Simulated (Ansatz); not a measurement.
System: BeO, charge 0, singlet. BeO (SMILES [Be]=[O]).
B3LYP-D3(BJ)/def2-TZVP minimum from Ansatz (an electronic-structure program):
```xyz
2

Be     0.0000     0.0000    -0.8844
O      0.0000     0.0000     0.4422
```

Total energies in hartree (Ansatz). Open shells are spin-unrestricted; no spin-orbit coupling. Correlated methods leave the cores frozen. No relativity. For partners of very few electrons the exact lower level stands in for a higher one. The T1 diagnostic of BeO ([Be]=[O], singlet) reaches 0.045 in the sets run. The restricted determinant of Be ([Be], singlet) is unstable towards broken spin symmetry in at least one set run.

```csv
species,HF/def2-TZVPP,CCSD(T)/def2-TZVPP,HF/def2-QZVPP,CCSD(T)/def2-QZVPP,CCSDT(Q)/def2-QZVPP
1: BeO (SMILES [O]=[Be]),-89.44294,-89.74196,-89.45166,-89.77345,-89.77539
2: Be (singlet),-14.57258,-14.61767,-14.57300,-14.61856,-14.61856
3: O (triplet),-74.81563,-74.97674,-74.81863,-74.99407,-74.99447
```

Question: Work out the atomisation energy (electronic, to ground-state atoms) in kJ/mol: take Hartree-Fock from def2-QZVPP, extrapolate the CCSD(T) correlation energy as X^-3 (X = 3, 4), and add CCSDT(Q) - CCSD(T) in def2-QZVPP. 1 hartree = 2625.5 kJ/mol.

Answer: 
Species 1: correlation (64·(-0.32179) - 27·(-0.29902))/37 = -0.33841; step -0.00194; E1 = -89.45166 + (-0.33841) + (-0.00194) = -89.79201
Species 2: correlation (64·(-0.04556) - 27·(-0.04509))/37 = -0.04590; step +0.00000; E2 = -14.57300 + (-0.04590) + (+0.00000) = -14.61890
Species 3: correlation (64·(-0.17544) - 27·(-0.16111))/37 = -0.18590; step -0.00040; E3 = -74.81863 + (-0.18590) + (-0.00040) = -75.00493
-1·E1 +1·E2 +1·E3 = 0.16818 hartree = 441.6 kJ/mol.
